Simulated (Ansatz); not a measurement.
Steps of a relaxation of AlCl₃H₄OSi, SMILES `[SiH3][OH+][Al-]([Cl])([Cl])[Cl]` with RKS PBE0-D4/def2-TZVP.

```sh
$ ansatz run in.yaml --threads 2 --pin off --events-out ev --progress --plain --max-ram 32768MiB --backend cuda --devices 0, --max-vram 18GiB
```

```yaml
crystal:
  periodic: [false, false, false]
  atoms:
    - {symbol: Si, position_ang: [0.392434, -1.360255, 0.821424]}
    - {symbol: O, position_ang: [0.663469, 0.208470, 0.077404]}
    - {symbol: Al, position_ang: [-0.691514, 1.332210, -0.740250]}
    - {symbol: Cl, position_ang: [-2.150610, -0.174012, -1.148385]}
    - {symbol: Cl, position_ang: [0.544384, 1.986320, -2.357436]}
    - {symbol: Cl, position_ang: [-1.227030, 2.774046, 0.713935]}
    - {symbol: H, position_ang: [1.660062, -1.632930, 1.572349]}
    - {symbol: H, position_ang: [0.165800, -2.387149, -0.239157]}
    - {symbol: H, position_ang: [-0.771962, -1.145622, 1.723577]}
    - {symbol: H, position_ang: [1.497967, 0.347822, -0.420561]}
basis:
  gaussian: {orbitals: def2-TZVP}
hamiltonian: {xc: pbe0, dispersion: d4}
relax: {f_tol: 0.005, max_steps: 150}
```

Positions (Å) and forces (eV/Å) along the path, 13 of 16 steps:

```xyz
10
step=1 energy=-54144.3052 eV
Si    0.392   -1.360    0.821    0.158    0.483   -0.186
O     0.663    0.208    0.077    0.218   -0.428   -0.154
Al   -0.692    1.332   -0.740    0.136   -0.129    0.053
Cl   -2.151   -0.174   -1.148    0.217    0.283    0.056
Cl    0.544    1.986   -2.357   -0.235   -0.079    0.244
Cl   -1.227    2.774    0.714    0.089   -0.265   -0.261
H     1.660   -1.633    1.572   -0.276    0.071   -0.178
H     0.166   -2.387   -0.239    0.046    0.268    0.224
H    -0.772   -1.146    1.724    0.251   -0.033   -0.217
H     1.498    0.348   -0.421   -0.603   -0.171    0.418
10
step=2 energy=-54144.3492 eV
Si    0.394   -1.353    0.823    0.087    0.411   -0.184
O     0.660    0.200    0.084   -0.041   -0.282   -0.025
Al   -0.681    1.315   -0.741    0.100   -0.102    0.020
Cl   -2.147   -0.157   -1.151    0.048    0.061    0.004
Cl    0.523    1.982   -2.353   -0.063   -0.026    0.064
Cl   -1.214    2.741    0.702    0.015   -0.030   -0.019
H     1.653   -1.622    1.560   -0.071    0.006   -0.033
H     0.165   -2.358   -0.237    0.013    0.051    0.063
H    -0.763   -1.136    1.711    0.062   -0.024   -0.037
H     1.493    0.336   -0.395   -0.150   -0.064    0.146
10
step=3 energy=-54144.3588 eV
Si    0.394   -1.339    0.818    0.004    0.077   -0.034
O     0.653    0.191    0.077   -0.057   -0.041   -0.023
Al   -0.678    1.306   -0.741    0.021   -0.022    0.013
Cl   -2.147   -0.153   -1.160   -0.014   -0.007   -0.001
Cl    0.513    1.975   -2.353    0.010    0.016   -0.016
Cl   -1.200    2.724    0.710    0.003    0.003    0.016
H     1.647   -1.611    1.554    0.021    0.000    0.014
H     0.165   -2.347   -0.234   -0.004   -0.024   -0.003
H    -0.758   -1.130    1.706   -0.015   -0.006    0.017
H     1.495    0.332   -0.375    0.032    0.004    0.018
10
step=4 energy=-54144.3609 eV
Si    0.391   -1.340    0.821    0.025    0.034   -0.001
O     0.643    0.174    0.049   -0.029   -0.003   -0.020
Al   -0.676    1.308   -0.750    0.000   -0.015    0.007
Cl   -2.151   -0.139   -1.184   -0.027   -0.015   -0.005
Cl    0.511    2.003   -2.353    0.007    0.012   -0.004
Cl   -1.188    2.701    0.731    0.004    0.004    0.009
H     1.651   -1.586    1.557    0.005   -0.005    0.010
H     0.166   -2.375   -0.204   -0.010   -0.009   -0.012
H    -0.759   -1.125    1.713   -0.009    0.007    0.001
H     1.496    0.328   -0.376    0.034   -0.009    0.016
10
step=5 energy=-54144.3612 eV
Si    0.394   -1.339    0.827   -0.012   -0.036    0.028
O     0.635    0.149    0.010    0.092    0.011   -0.065
Al   -0.681    1.296   -0.768   -0.020    0.049    0.011
Cl   -2.179   -0.125   -1.216    0.044    0.015   -0.002
Cl    0.510    2.051   -2.342   -0.018   -0.033   -0.007
Cl   -1.164    2.663    0.751   -0.015   -0.011    0.008
H     1.657   -1.557    1.570   -0.017   -0.004   -0.013
H     0.164   -2.405   -0.167    0.011    0.016    0.007
H    -0.758   -1.106    1.713    0.005    0.007   -0.004
H     1.505    0.322   -0.374   -0.071   -0.014    0.036
10
step=7 energy=-54144.3624 eV
Si    0.386   -1.333    0.826    0.018    0.009    0.006
O     0.650    0.150    0.003   -0.034   -0.011    0.000
Al   -0.674    1.299   -0.767    0.026    0.007    0.000
Cl   -2.153   -0.140   -1.218   -0.003   -0.011    0.002
Cl    0.484    2.058   -2.360   -0.001   -0.005    0.010
Cl   -1.170    2.642    0.768   -0.001    0.000    0.001
H     1.646   -1.566    1.567   -0.005   -0.002   -0.002
H     0.147   -2.398   -0.166   -0.002   -0.003   -0.004
H    -0.760   -1.081    1.712   -0.004    0.005   -0.003
H     1.527    0.318   -0.362    0.007    0.011   -0.010
10
step=9 energy=-54144.3626 eV
Si    0.387   -1.333    0.826    0.002    0.000    0.002
O     0.649    0.148    0.000   -0.011   -0.002    0.001
Al   -0.674    1.299   -0.765    0.005    0.000    0.002
Cl   -2.153   -0.139   -1.218   -0.001   -0.003    0.000
Cl    0.488    2.059   -2.355    0.001    0.000    0.001
Cl   -1.170    2.641    0.771    0.000    0.000    0.001
H     1.646   -1.564    1.571   -0.002    0.000   -0.001
H     0.149   -2.400   -0.164    0.000    0.000    0.000
H    -0.762   -1.078    1.709    0.000    0.002   -0.001
H     1.523    0.316   -0.372    0.004    0.004   -0.005
10
step=11 energy=-54144.3626 eV
Si    0.388   -1.332    0.828   -0.004    0.000    0.000
O     0.649    0.146   -0.005    0.008    0.003    0.000
Al   -0.674    1.299   -0.764   -0.004   -0.002   -0.002
Cl   -2.153   -0.138   -1.222    0.001    0.002   -0.001
Cl    0.490    2.063   -2.351   -0.001    0.001    0.000
Cl   -1.170    2.635    0.777    0.001   -0.001    0.000
H     1.644   -1.560    1.577    0.001    0.001    0.000
H     0.152   -2.403   -0.158    0.001    0.000    0.000
H    -0.764   -1.072    1.706    0.001    0.000    0.001
H     1.520    0.311   -0.385   -0.004   -0.004    0.002
10
step=12 energy=-54144.3626 eV
Si    0.388   -1.331    0.829   -0.003    0.000   -0.002
O     0.649    0.145   -0.006    0.012    0.001   -0.001
Al   -0.674    1.299   -0.763   -0.005   -0.001   -0.002
Cl   -2.154   -0.137   -1.225    0.002    0.004    0.000
Cl    0.491    2.066   -2.349   -0.001    0.001   -0.001
Cl   -1.170    2.632    0.780   -0.001   -0.001    0.000
H     1.644   -1.558    1.578    0.001    0.001    0.000
H     0.153   -2.405   -0.155    0.000    0.000    0.001
H    -0.764   -1.069    1.705    0.001   -0.001    0.001
H     1.519    0.308   -0.391   -0.006   -0.004    0.004
10
step=13 energy=-54144.3626 eV
Si    0.389   -1.330    0.831    0.001    0.000   -0.003
O     0.650    0.143   -0.010    0.016    0.001   -0.004
Al   -0.674    1.298   -0.763   -0.007    0.001   -0.001
Cl   -2.154   -0.134   -1.233    0.002    0.002   -0.001
Cl    0.492    2.072   -2.345   -0.001    0.001    0.001
Cl   -1.172    2.623    0.787    0.001    0.000   -0.001
H     1.644   -1.554    1.582    0.000    0.000    0.001
H     0.154   -2.407   -0.149   -0.001    0.000    0.002
H    -0.764   -1.063    1.706    0.000   -0.001    0.000
H     1.518    0.301   -0.403   -0.010   -0.004    0.006
10
step=14 energy=-54144.3626 eV
Si    0.389   -1.329    0.832    0.001    0.002   -0.001
O     0.651    0.141   -0.013    0.011   -0.003   -0.002
Al   -0.674    1.298   -0.763   -0.002    0.004   -0.002
Cl   -2.153   -0.134   -1.237    0.000    0.001    0.001
Cl    0.491    2.076   -2.343    0.000    0.000    0.000
Cl   -1.172    2.620    0.790   -0.001   -0.002   -0.001
H     1.644   -1.552    1.584   -0.001    0.000   -0.001
H     0.153   -2.408   -0.145    0.001    0.000    0.001
H    -0.763   -1.060    1.706    0.000    0.000    0.000
H     1.517    0.297   -0.408   -0.009   -0.001    0.004
10
step=15 energy=-54144.3626 eV
Si    0.389   -1.329    0.832    0.000    0.002   -0.001
O     0.651    0.142   -0.013    0.006   -0.003   -0.001
Al   -0.674    1.298   -0.764   -0.001    0.002    0.000
Cl   -2.153   -0.134   -1.237    0.000    0.000    0.000
Cl    0.491    2.076   -2.343   -0.001   -0.001    0.000
Cl   -1.172    2.619    0.790    0.000    0.000    0.000
H     1.644   -1.553    1.584    0.000    0.000    0.000
H     0.152   -2.408   -0.145    0.000    0.000    0.000
H    -0.763   -1.060    1.706    0.000    0.000    0.000
H     1.518    0.297   -0.407   -0.005    0.000    0.002
10
step=16 energy=-54144.3626 eV
Si    0.389   -1.329    0.832    0.000    0.001   -0.001
O     0.651    0.142   -0.012    0.002   -0.002    0.001
Al   -0.674    1.298   -0.764    0.000    0.000   -0.001
Cl   -2.153   -0.133   -1.237    0.000    0.000    0.000
Cl    0.491    2.075   -2.344    0.000    0.001    0.001
Cl   -1.172    2.620    0.790    0.001    0.000    0.000
H     1.644   -1.553    1.583    0.000    0.000    0.000
H     0.153   -2.408   -0.145    0.000    0.000    0.000
H    -0.763   -1.060    1.706    0.000    0.000    0.000
H     1.518    0.298   -0.407   -0.001    0.000    0.000
```

Hardware: 2 threads of an AMD EPYC 7R13 on a shared host and a share of an NVIDIA H100 80 GB. Wall time 32 s, peak host memory 0.92 GiB.
